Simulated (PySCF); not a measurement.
Energy landscape of H3O (cation, charge +1), singlet: umbrella (inversion) coordinate, bond length relaxed. Scanned: angle between the O-H bonds and the threefold axis (90 = planar). Other coordinates (O-H bond length) were minimised at PBE0/def2-TZVP.

The free coordinates were minimised at PBE0/def2-TZVP in PySCF; the energy column is PySCF with CCSD(T) on RHF/cc-pVTZ, 1 core orbital frozen, in kJ/mol.

| a / ° | O-H bond length / Å | E |
|---|---|---|
| 90 | 0.972 | 9.0 |
| 93 | 0.972 | 8.5 |
| 96 | 0.973 | 6.9 |
| 99 | 0.974 | 4.7 |
| 102 | 0.976 | 2.3 |
| 105 | 0.978 | 0.5 |
| 108 | 0.980 | 0.0 |
| 111 | 0.983 | 1.6 |
| 114 | 0.986 | 6.2 |
| 117 | 0.990 | 14.7 |
| 120 | 0.994 | 27.9 |
| 123 | 0.998 | 46.8 |
| 126 | 1.004 | 72.2 |
| 129 | 1.010 | 104.9 |
| 132 | 1.018 | 145.9 |
